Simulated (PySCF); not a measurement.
**A thermochemical cycle for KB**

MP2 in PySCF with x2c-SVPall on every atom, spin-free X2C, for the lowest determinant that a PBE0 search found; no spin–orbit coupling. KB, a triplet (σ ↑, π ↑), has De = 0.55 eV to neutral atoms, and KB⁺, a doublet (σ ↑), has De = 0.31 eV to K⁺ + B.

At the same level the K atom ionises at 4.12 eV.

Task: What is the adiabatic ionisation energy of the molecule, and does ionisation strengthen or weaken the bond?

Result: IE = IE(K) + De(neutral) − De(ion) = 4.12 + 0.55 − 0.31 = 4.36 eV. De changes by -0.24 eV, so ionisation weakens the bond.

Correlated steps freeze 6 core orbitals. Weak bonds: KB⁺. Basis-set superposition, not corrected here, can be much of De in a small basis, most of all at correlated wavefunction levels. For an ion De counts to the pair picked by the measured ionisation energies or electron affinities, which need not be the lowest pair at this level. States were picked by a PBE0 search and need not be the measured ground states.
